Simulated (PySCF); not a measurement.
**J couplings in C$_{5}$H$_{6}$BF$_{2}$N**

Bonds (- single, = double, # triple, : aromatic): F1-B2 1.313 Å, B2-F3 1.319 Å, B2-C4 1.573 Å, C4-N5 1.441 Å, N5:C6 1.368 Å, C6:C7 1.379 Å, C7:C8 1.420 Å, C8:C9 1.379 Å, C9:N5 1.368 Å. C4 carries H10, H11; C6 carries H12; C7 carries H13; C8 carries H14; C9 carries H15.

Indirect spin–spin couplings were computed at B3LYP/pcJ-1 (spin–dipole term only in couplings to heteroatoms) (PySCF 2.14) on a PBE0-D3(BJ)/def2-SVP structure, for the isolated molecule, without vibrational or relativistic corrections. Couplings are averaged over pairs made equivalent by symmetry, fast rotation or ring inversion, so a value needn't be that of the named pair in this geometry, while other rotamers aren't included; one pair stands for each set, and the list holds those of at least 1.5 Hz over up to four bonds, among pairs with at least one F or B or H atom (others weren't computed).

Isotopes: ¹³C, ¹H, ¹⁹F, ¹¹B, ¹⁵N.

```
    pair  bonds  J (Hz)
  F1, B2      1  -138.6
  B2, C4      1    89.6
 C4, H10      1   130.7
 C6, H12      1       ?
 C7, H13      1       ?
  F1, F3      2       ?
  F1, C4      2       ?
 B2, H10      2    -6.0
 N5, H12      2       ?
 C6, H13      2     9.2
 C7, H12      2     7.7
 C7, H14      2     4.4
H10, H11      2   -20.8
 F1, H10      3     1.9
 C4, H12      3     2.8
 N5, H13      3       ?
 C6, H10      3     4.5
 C6, H14      3     7.9
 C6, H15      3       ?
 C7, H15      3     8.2
H12, H13      3     3.2
H13, H14      3     4.1
H12, H15      4     2.4
```

Q: Estimate the withheld couplings, with signs.

A: 
- ¹J(C6,H12) = 191.5 Hz (bond length 1.089 Å, sp2 carbon)
- ¹J(C7,H13) = 180.0 Hz (bond length 1.088 Å, sp2 carbon)
- ²J(F1,F3) = -222.8 Hz (angle at B2 118°)
- ²J(F1,C4) = 37.8 Hz (mean over equivalent pairs that range from 29.6 to 46.0 Hz in this conformer)
- ²J(N5,H12) = -4.6 Hz (angle at C6 121°)
- ³J(N5,H13) = -5.7 Hz (dihedral angle 179°)
- ³J(C6,H15) = 5.8 Hz (dihedral angle 180°)
